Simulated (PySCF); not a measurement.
Ligands exchanged one at a time, Ga CH3-SH. Isolated molecules, 0 K electronic values unless said otherwise. One relaxed conformer stands for each flexible species; it need not be the lowest. Strings in code marks are SMILES.

These are M06-2X/def2-TZVP // B3LYP-D3(BJ)/def2-TZVP (PySCF) values and carry that method's errors. Excitations are Tamm–Dancoff values on a coarser integration grid. The basis has no diffuse functions, so Rydberg states are missing or too high.

```csv
species,S1 excitation (TDA) (eV),HOMO (eV),HOMO–LUMO gap (eV),S1–T1 gap (TDA) (eV),S1 oscillator strength
0 of 3 CH3 replaced by SH (`[Ga]([CH3])([CH3])[CH3]`),5.29,-8.55,8.49,0.33,0.000
1 of 3 CH3 replaced by SH (`[CH3][Ga]([CH3])[SH]` (C–Ga–S–H torsion 179°)),5.74,-8.45,8.32,0.67,0.000
"2 of 3 CH3 replaced by SH (`[CH3][Ga]([SH])[SH]` (S–Ga–S–H torsion -180°, S–Ga–S–H torsion 180°))",5.79,-8.49,8.29,0.74,0.076
3 of 3 CH3 replaced by SH (`[SH][Ga]([SH])[SH]`),5.49,-8.83,8.57,0.26,0.000
```
